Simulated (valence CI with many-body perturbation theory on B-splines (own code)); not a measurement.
**Energy levels of Mn20+**

Level of theory: relativistic CI+MBPT: three valence electrons over a frozen Dirac-Fock core [He], radial functions for each j: 11 s, 11 p, 9 d, 7 f, 5 g, 2 h, 1 i, with the one-electron correlation potential Σ1, the two-electron term Σ2, the three-electron term Σ3, Breit, model QED; selected CI, second order for the rest (own B-spline code, finite nucleus).

No measured levels were compared; by estimate levels of excited configurations hold to 0.05 to 0.15 % of their energy, terms of the ground configuration to about 0.5 %.

Levels 1 to 45 of 84, with energies above the lowest level, 2s2.2p 2P°_1/2. "Leading %" is the weight of the configuration and term that name the level; weights of strongly mixed levels are sums over their largest components and can fall short. In the jj column 3d3/2^4 stands for four electrons in 3d with j = 3/2. Lifetimes count E1, E2, E3, M1 and M2 decay at the calculated energies, and are blank where another channel may lead or the interval is too uncertain; long ones can be off by a factor of two.

```
No.  Configuration  Term    J  E (eV)  Leading %              Leading jj  Lifetime
  1         2s2.2p   2P°  1/2     0.0         98       2s^2 2p1/2 (98 %)          
  2         2s2.2p   2P°  3/2    12.3         97       2s^2 2p3/2 (97 %)    113 μs
  3         2s.2p2    4P  1/2    47.0         97       2s 2p1/2^2 (60 %)   14.4 ns
  4         2s.2p2    4P  3/2    52.6         99   2s 2p1/2 2p3/2 (93 %)    128 ns
  5         2s.2p2    4P  5/2    58.3         96   2s 2p1/2 2p3/2 (54 %)   19.8 ns
  6         2s.2p2    2D  3/2    85.2         96   2s 2p1/2 2p3/2 (81 %)    108 ps
  7         2s.2p2    2D  5/2    87.3         96       2s 2p3/2^2 (54 %)    184 ps
  8         2s.2p2    2P  1/2   100.0         58   2s 2p1/2 2p3/2 (50 %)   28.9 ps
  9         2s.2p2    2S  1/2   113.0         57       2s 2p3/2^2 (77 %)   30.1 ps
 10         2s.2p2    2P  3/2   114.7         96       2s 2p3/2^2 (74 %)   21.8 ps
 11            2p3   4S°  3/2   146.0         93    2p1/2^2 2p3/2 (46 %)   24.6 ps
 12            2p3   2D°  3/2   162.5         85    2p1/2 2p3/2^2 (57 %)   52.9 ps
 13            2p3   2D°  5/2   165.5        100   2p1/2 2p3/2^2 (100 %)   54.3 ps
 14            2p3   2P°  1/2   182.6         98    2p1/2 2p3/2^2 (98 %)   25.5 ps
 15            2p3   2P°  3/2   188.2         81          2p3/2^3 (84 %)   26.1 ps
 16         2s2.3s    2S  1/2   919.8         94          2s^2 3s (94 %)    435 fs
 17         2s2.3p   2P°  1/2   941.0         92       2s^2 3p1/2 (92 %)   5.45 ps
 18         2s2.3p   2P°  3/2   944.5         92       2s^2 3p3/2 (92 %)   5.17 ps
 19       2s.2p.3s   4P°  1/2   962.4         96      2s 2p1/2 3s (94 %)    397 fs
 20         2s2.3d    2D  3/2   963.9         95       2s^2 3d3/2 (95 %)   62.1 fs
 21         2s2.3d    2D  5/2   965.0         95       2s^2 3d5/2 (95 %)   64.2 fs
 22       2s.2p.3s   4P°  3/2   965.6         92      2s 2p1/2 3s (74 %)    381 fs
 23       2s.2p.3s   2P°  1/2   974.0         94      2s 2p1/2 3s (80 %)    542 fs
 24       2s.2p.3s   4P°  5/2   974.1         98      2s 2p3/2 3s (98 %)    358 fs
 25       2s.2p.3p    4D  1/2   981.0         75   2s 2p1/2 3p1/2 (96 %)    675 fs
 26       2s.2p.3s   2P°  3/2   983.0         91      2s 2p3/2 3s (92 %)    421 fs
 27       2s.2p.3p    4D  3/2   983.9         75   2s 2p1/2 3p1/2 (71 %)    828 fs
 28       2s.2p.3p    2P  3/2   988.1         35   2s 2p1/2 3p3/2 (79 %)    342 fs
 29       2s.2p.3p    2P  1/2   988.8         67   2s 2p1/2 3p3/2 (60 %)    173 fs
 30       2s.2p.3p    4D  5/2   989.2         91   2s 2p1/2 3p3/2 (63 %)   25.7 ps
 31       2s.2p.3p    4P  1/2   992.5         92   2s 2p1/2 3p1/2 (67 %)   2.87 ps
 32       2s.2p.3p    4S  3/2   993.9         34   2s 2p1/2 3p3/2 (68 %)    265 fs
 33       2s.2p.3p    4D  7/2   996.9        100  2s 2p3/2 3p3/2 (100 %)    230 ps
 34       2s.2p.3p    4P  3/2   998.4         40   2s 2p3/2 3p1/2 (70 %)    260 fs
 35       2s.2p.3p    4S  3/2  1000.2         36   2s 2p3/2 3p3/2 (70 %)    380 fs
 36       2s.2p.3p    4P  5/2  1000.3         70   2s 2p3/2 3p1/2 (67 %)    590 fs
 37       2s.2p.3d   4F°  3/2  1001.5         90   2s 2p1/2 3d3/2 (93 %)    691 fs
 38       2s.2p.3d   4F°  5/2  1003.6         86   2s 2p1/2 3d3/2 (46 %)    345 fs
 39       2s.2p.3p    2D  5/2  1005.5         76   2s 2p3/2 3p3/2 (85 %)    162 fs
 40       2s.2p.3d   4F°  7/2  1006.8         81   2s 2p1/2 3d5/2 (66 %)    217 fs
 41       2s.2p.3d   4P°  5/2  1008.4         45   2s 2p1/2 3d5/2 (75 %)   70.9 fs
 42       2s.2p.3p    2S  1/2  1009.2         87   2s 2p3/2 3p3/2 (80 %)    128 fs
 43       2s.2p.3d   4D°  3/2  1009.4         56   2s 2p1/2 3d5/2 (42 %)   53.9 fs
 44       2s.2p.3s   2P°  1/2  1009.6         52      2s 2p3/2 3s (42 %)   75.4 fs
 45       2s.2p.3d   4D°  1/2  1009.9         49   2s 2p1/2 3d3/2 (40 %)   70.3 fs
```

Names give the largest LS component (configuration and term), which can be under half, so a name can repeat, a term be missing and a line seem to break the LS rules; names also repeat where a configuration has a term twice.

Where two levels of one J and parity lie close, their mixing, g and order are uncertain.

The ionisation energy to 2s2 1S_0 of the next ion comes out as 1643.5 eV (NIST: 1643.2 ± 0.7 eV (semi-empirical)). All 84 levels together are meant to be complete up to 1075.6 eV.
